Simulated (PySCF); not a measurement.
Saddle point of SnH₅BrO, singlet (SnH₄O ([OH][SnH3]) + HBr → SnH₃Br ([Br][SnH3]) + H₂O; bonds formed: Sn1–Br7, O2–H6; bonds broken: Sn1–O2, H6–Br7), PBE0-D4/def2-TZVP structure:

```
8
angstrom
Sn -0.5790 0.7354 -0.5058
O -0.2469 -0.7560 0.8674
H -0.7669 -0.1217 -1.9445
H -2.0318 1.3773 0.1155
H 0.7150 1.8183 -0.3848
H 0.8494 -1.1724 0.4660
Br 2.2448 -1.3979 -0.4028
H -0.1846 -0.4831 1.7889
```

Energies are electronic, without zero-point energy. Barriers and step energies count from the start structure reached by relaxing down the imaginary mode; all methods use the PBE0-D4 structures, on which another method's saddle can fall below an end. PySCF 2.14 with density fitting (its default auxiliary sets; JK sets also for MP2 and CCSD(T)); basis: def2-TZVPP, with def2-QZVPP for the basis limit; cores frozen in the correlated methods. Filled d shells of the heavier atoms are correlated. Core potentials replace the inner electrons of the atoms past krypton. The def2 sets are not built for correlating such inner shells, so the correlated values are less sure here. B3LYP uses VWN-RPA correlation. Extrapolation: Hartree–Fock as exp(−7.88 √X), correlation as X^−2.97.

| method | barrier (kJ/mol) | step energy (kJ/mol) |
| --- | --- | --- |
| SPW92 | -9.8 | -64.0 |
| PBE-D4 | ? | -74.4 |
| r2SCAN-D4 | 0.4 | -77.7 |
| PBE0-D4 | 2.5 | -84.1 |
| B3LYP-D4 | ? | -78.7 |
| BHLYP-D4 | 8.7 | -90.0 |
| wB97M-V | 5.8 | -86.9 |
| HF | ? | -104.1 |
| MP2 | 7.5 | -79.5 |
| CCSD | 13.7 | -84.6 |
| CCSD(T) | 11.6 | -80.5 |

Problem. Fill in the withheld barriers. (An estimate is asked for; the value comes from the calculation.)

Solution. By the calculation: PBE-D4 1.2; HF 20.3; B3LYP-D4 7.4 kJ/mol. Each is the energy of the saddle less that of the start structure, by the same method.

For comparison, the barrier by CCSD(T) at an estimated basis limit (MP2 extrapolated from triple and quadruple zeta, plus CCSD(T) − MP2 in triple zeta) is 7.9 kJ/mol.

T1 diagnostic: at most 0.011.

Labels in which every atom is bracketed show which atoms are joined, not bond orders.

For scale, one of the runs: CCSD(T)/def2-TZVPP, 199 basis functions, launched by `OMP_NUM_THREADS=4 python run.py`. Hardware: 4 CPU threads of an Intel Xeon, shared host. Wall time 24 min; peak host memory 3.8 GiB.
